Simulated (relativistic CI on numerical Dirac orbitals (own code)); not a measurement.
# V⁵⁺ in a cubic cluster: 1s photoemission with charge transfer

Computed with a charge-transfer multiplet model of a cubic metal-ligand cluster with up to 3 ligand holes, Slater and spin-orbit integrals from Dirac-Coulomb-Breit ions, Slater integrals scaled by 0.7. The ground state mixes d0 with configurations of k ligand holes L, whose averages lie at kΔ + k(k − 1)U_dd/2; a core hole lowers each added d electron by U_cd. 300 K, Lorentzian 1.1 eV and Gaussian 0.6 eV FWHM.

Atomic integrals in eV (Slater integrals scaled, ζ unscaled), ground: F2dd 7.050, F4dd 4.418, zeta_d 0.024; with the core hole: F2dd 7.050, F4dd 4.418, zeta_d 0.046, G2cd 0.045. Where a configuration has fewer than two d electrons, the dd integrals are those of d2.

Cluster parameters (eV): Δ = -1.2, U_dd = 5.4, 10Dq = 1.5, 10Dq(ligand) = 1.3, V(eg) = 2.55, V(t2g) = -1.26, final-state hopping factor = 0.8.

```tsv
Case	n_d	d0	d1L	d2L2	d3L3	S
U_cd = 7 eV	1.23	0.16	0.50	0.30	0.04	0.00
U_cd = 7.6 eV	1.23	0.16	0.50	0.30	0.04	0.00
U_cd = 8.2 eV	1.23	0.16	0.50	0.30	0.04	0.00
```

Weights, n_d and S are thermal averages at 300 K. Binding energies count from the first peak over 30 % of the highest in each spectrum, which can be another peak from case to case. The parameters are a model scan and need not match a compound or its usual spin state. Peaks in eV (height, largest 100):
- U_cd = 7 eV: 0.0 (100), 10.0 (24)
- U_cd = 7.6 eV: 0.0 (100), 10.2 (28)
- U_cd = 8.2 eV: 0.0 (100), 10.4 (32)

A d0 ion has no d-d gap: its lowest excitations are ligand-to-metal charge transfer. With the core hole the configuration with one ligand hole lies at Δ − U_cd = -8.2, -8.8, -9.4 eV from the one without, in the order of the table; where this is negative the screened configuration lies lower.
